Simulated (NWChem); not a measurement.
Molecule: trisilane (Si₃H₈); SMILES [SiH3][SiH2][SiH3]

Results from NWChem. Pople sets run with spherical d functions. The geometry was optimised at PBE-D3(BJ)/def2-SVP. Level: PBE/6-31G* with SMD (1 M gas to 1 M solution), gas-phase geometry. Reactions with the solvent are ignored.

**Question.** Order these by “solvation free energy (kcal/mol)”, lowest first: tetrahydrofuran; chloroform; water; ethylene glycol.

**Answer.** chloroform (-0.7), tetrahydrofuran (0.0), ethylene glycol (1.8), water (4.2)
